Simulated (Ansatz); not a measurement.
This geometry of FH$_{3}$OSi$_{2}$ (7 atoms, charge 0, multiplicity 1) is a first-order saddle point.

All numbers below come from RKS PBE-D4/6-31G* (Ansatz).

```xyz
7
Properties=species:S:1:pos:R:3
O -1.305 1.476 -1.270
Si -0.075 1.301 -0.212
Si 0.392 -1.000 0.444
F 1.635 -1.083 1.497
H -0.534 2.681 -0.755
H 0.729 -1.795 -0.789
H -0.842 -1.579 1.084
```

**Question.** Which two structures does it join? (They come from a converged band through this point; their orientation in space is the band's.)

**Answer.** Bonds broken: Si2–H5. Bonds formed: O1–H5.

Initial state:

```xyz
7
Properties=species:S:1:pos:R:3
O -1.620 1.232 -1.514
Si -0.437 1.183 -0.505
Si 0.304 -0.888 0.357
F 1.553 -0.648 1.378
H 0.286 2.426 -0.029
H 0.743 -1.762 -0.780
H -0.828 -1.543 1.092
```

Final state:

```xyz
7
Properties=species:S:1:pos:R:3
O -0.911 1.368 -0.921
Si 0.400 1.545 0.155
Si 0.419 -0.867 0.452
F 1.583 -1.380 1.487
H -1.214 2.229 -1.275
H 0.638 -1.555 -0.875
H -0.915 -1.340 0.977
```

**Question.** How far does it lie above each of them?

**Answer.** 217.5 kJ/mol above the first and 202.4 kJ/mol above the second. This is the barrier of this one path; another mechanism may lie lower. The orbitals stay closed-shell, which can raise the energy where a bond breaks towards radicals; this wasn't checked here.

Time of the run: 4 min on 1 thread of Intel(R) Xeon(R) 6975P-C (Granite Rapids), on a shared host, peak memory 0.16 GiB.
